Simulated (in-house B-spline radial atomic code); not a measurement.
## Ag V (Ag4+): [Kr] 4d(2 up, 5 down)

Method: non-relativistic M06-2X, spin-polarised, spherical fractional occupations, point nucleus. Calculated with a B-spline radial code for spherical atoms.

Z_r = [3n² - l(l+1)]/(2<r>); Z_e = n√(-2ε); the last column is Slater's effective charge. Values are occupation-weighted means over spin.

| shell | electrons | ε (eV) | <r> (bohr) | Z_r | Z_e | Slater |
| --- | --- | --- | --- | --- | --- | --- |
| 1s | 2 | -24750 | 0.03241 | 46.28 | 42.65 | 46.70 |
| 2s | 2 | -3657.3 | 0.1406 | 42.66 | 32.79 | 42.85 |
| 2p | 6 | -3409.2 | 0.1201 | 41.65 | 31.66 | 42.85 |
| 3s | 2 | -729.57 | 0.3811 | 35.42 | 21.97 | 35.75 |
| 3p | 6 | -629.22 | 0.3723 | 33.57 | 20.40 | 35.75 |
| 3d | 10 | -441.52 | 0.3442 | 30.51 | 17.09 | 25.85 |
| 4s | 2 | -153.65 | 0.9313 | 25.77 | 13.44 | 19.25 |
| 4p | 6 | -120.12 | 0.9894 | 23.25 | 11.89 | 19.25 |
| 4d | 7 | -64.435 | 1.192 | 17.62 | 8.70 | 8.90 |

The least bound orbital is 4d up at -58.3 eV, and it is also the most diffuse (<r> = 1.22 bohr).

Caution: exact exchange at fractional occupations of open shells leaves self-interaction of up to several eV.
